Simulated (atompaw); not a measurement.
Al: one change to a PAW (atompaw) potential, before and after

atompaw 4.2.0.5 input, output lines left out:

```
Al 13
GGA-PBE scalarrelativistic loggrid 1500 logderivrange -4 5 226
3 3 0 0 0 0
3 0 1
3 1 0
0 0 0
c
c
v
c
v
2
2.10 1.65 2.05 1.20
y
-1
n
y
3.55
n
y
-0.2
y
1.55
n
custom polynom2 7 10 vanderbiltortho besselshape
3 0 vpsmatchnc
2.10
2.00
1.70
2.10
2.10
2.10
```

All-electron outer shells of the reference configuration (PBE, scalar-relativistic, ld1.x):

| shell | level (eV) | outermost node (bohr) | outermost maximum (bohr) |
| --- | --- | --- | --- |
| 3s | -23.75 | 0.79 | 1.91 |
| 3p | -17.20 | 0.80 | 2.19 |

Change: wave 3p (bound): rc 1.70 bohr becomes 3p (bound): rc 1.84 bohr.

Cutoffs: the cutoffs (Ry, on a coarse ladder) from which the occupation-weighted sum of valence levels, in a spherical-Bessel basis at the reference potential, stays within 10 and 1 mRy of its value at 400 Ry; they do not see the model core or the augmentation charge, which bear on the density cutoff.

Q: What does the change do?

A: Both files are so soft that the ladder of cutoffs tells neither apart; a bound ghost appears in p, which as a rule spoils a file; the range in which the p phases agree widens (upper end 3.7 → at the end of the scan).

| quantity | base | changed |
| --- | --- | --- |
| cutoff, loose | 8 Ry | 8 Ry |
| cutoff, tight | 10 Ry | 10 Ry |
| bound ghosts | none | p |
| s: phases at 2.11 bohr within 0.05 rad from the reference energy up to (Ry; the scan ends near 5) | 4.2 | 4.2 |
| p: phases at 2.11 bohr within 0.05 rad from the reference energy up to (Ry; the scan ends near 5) | 3.7 | to the end of the scan |
| d: phases at 2.11 bohr within 0.05 rad from the reference energy up to (Ry; the scan ends near 5) | to the end of the scan | to the end of the scan |
| lowest overlap eigenvalue by channel | s 0.73, p 0.41, d 0.99 | s 0.73, p 0.28, d 0.99 |

 A true bound ghost makes a file unfit for plane-wave use even where its test errors are small: the radial tests pick states by their node count and pass the ghost by. The cutoffs see the waves, projectors and local potential, not the compensation charge or the core.
